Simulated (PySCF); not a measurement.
C4H5FSSi.
Numbering: `[F:1][c:2]1[cH:3][cH:4][c:5]([SiH3:6])[s:7]1` (hydrogens: H8 on C3; H9 on C4; H10, H11, H12 on Si6)

The calculation used PBE0-D3(BJ)/def2-SVP geometry optimisation, gas phase in PySCF.

Question: List the bond lengths and angles at this level.

Answer: 
```tsv
bond	length (Å)	order
F1–C2	1.317	single
C2–C3	1.365	aromatic
C3–C4	1.422	aromatic
C4–C5	1.378	aromatic
C5–Si6	1.865	single
C5–S7	1.736	aromatic
C2–S7	1.726	aromatic
C3–H8	1.090	single
C4–H9	1.092	single
Si6–H10, Si6–H11, Si6–H12	1.494	single
```

Bonds in one row agree within 0.01 Å and their mean is given. Orders are formal, as drawn. A selection of angles:
```tsv
angle	degrees
F1–C2–C3	127.0
F1–C2–S7	119.7
C3–C2–S7	113.3
C2–C3–C4	110.7
C2–C3–H8	123.3
C4–C3–H8	126.0
C3–C4–C5	114.4
C3–C4–H9	123.2
C5–C4–H9	122.4
C4–C5–Si6	127.0
C4–C5–S7	110.2
Si6–C5–S7	122.8
C5–Si6–H10	111.4
C5–Si6–H11	106.8
H10–Si6–H11	109.7
H10–Si6–H12	107.9
C2–S7–C5	91.3
```

The 5-membered ring C2–C3–C4–C5–S7 has internal angles of 91.3° to 114.4°; it is planar, 0.00 Å rms from its mean plane, widest ring torsion 0°. Si6 (SiH3 silicon) is tetrahedral (angles from 106.8° to 111.4°). The 3 C–C bonds span 1.365 Å (C2–C3, aromatic) to 1.422 Å (C3–C4, aromatic), a spread of 0.057 Å. The 7 heavy atoms lie in one plane (0.000 Å rms).

Point group: Cs (tolerance 0.08 Å). Stationary, but not proved a minimum.
